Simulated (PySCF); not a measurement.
CH7GaP2 (SMILES [CH3][Ga]([PH2])[PH2]), singlet, geometry from GFN2-xTB (such geometries of metal compounds can be far from the true shape). Base run: HF/6-31G, polarisability run with PySCF.

Input for PySCF:
```python
from pyscf import gto, scf
from pyscf.prop import polarizability

mol = gto.Mole()
mol.atom = '''
    Ga   -0.207771   -0.178677   -0.019770
    C    -1.758406   -1.535311   -0.146595
    H    -1.504402   -2.349752   -0.834516
    H    -2.675153   -1.065673   -0.516040
    H    -1.969196   -1.981732    0.830327
    P    -0.185683    1.722699   -1.448670
    H     0.359534    2.495676   -0.416748
    H    -1.489735    2.029318   -1.046652
    P     1.530598   -0.545721    1.562364
    H     2.483033   -0.151177    0.615439
    H     1.613531   -1.880496    1.155237
'''
mol.basis = '6-31g'
mol.charge = 0
mol.spin = 0
mol.verbose = 3
mol.build()

mf = scf.RHF(mol)
mf.kernel()
alpha = mf.Polarizability().polarizability()[2, 2]
print('alpha_zz =', alpha)
```

Variants of this job, named by their change:

| change | alpha_zz (bohr³) | basis functions | core-seconds (rough) |
|---|---|---|---|
| base | 82.37 | 76 | 4 |
| basis = STO-3G | 38.91 | 48 | 1 |
| finite field (a.u.) = 0.02; conv_tol = 1e-11 | 82.77 | 76 | 3 |
| finite field (a.u.) = 2e-4; conv_tol = 1e-11 | 82.37 | 76 | 3 |
| basis = cc-pVDZ | 83.07 | 112 | 10 |
| functional = lda,vwn | 93.49 | 76 | 20 |
| basis = def2-SVP | 79.39 | 117 | 7 |
| basis = 6-31G* | 82.91 | 96 | 6 |
| finite field (a.u.) = 2e-4; conv_tol = 1e-6 | 82.36 | 76 | 4 |
| functional = pbe | 92.10 | 76 | 20 |
| finite field (a.u.) = 0.05; conv_tol = 1e-11 | 85.10 | 76 | 4 |
| finite field (a.u.) = 0.001; conv_tol = 1e-11 | 82.38 | 76 | 5 |

Finite-field rows take the second difference of the energy in a field along z; a small field with loose convergence shows SCF noise divided by the square of the field, and a large one adds hyperpolarisability.
